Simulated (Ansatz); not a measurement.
Basis-set extrapolation for B$_{2}$Cl$_{4}$, SMILES `ClB(Cl)B(Cl)Cl` (PBE0-D4/def2-TZVP geometry, frozen core, the Gaussian-basis code of Ansatz). Multiplicity 1, RHF reference.

|  | def2-TZVPP | def2-QZVPP |
| --- | --- | --- |
| HF | -1887.592278 | -1887.644247 |
| MP2 correlation | -0.936111 | -1.025856 |
| CCSD(T) correlation | -1.047763 | not run |

Energies in hartree. Use E(X) = E(∞) + A·exp(−7.88·√X) for Hartree–Fock and E(X) = E(∞) + B·X^(−2.97) for correlation, with X = 3 and 4, and add CCSD(T) minus MP2 of the smaller set to the MP2 limit.

Q: What is the CCSD(T) energy at the basis-set limit?

A: HF limit: -1887.644247 + (-0.051969) × 0.13774 = -1887.65141. MP2 limit: -1.025856 + (-0.089745) × 0.74074 = -1.09233. Higher-order term: -1.047763 − (-0.936111) = -0.11165. Total: -1888.85539 hartree, 565.4 kJ/mol below CCSD(T)/def2-TZVPP.
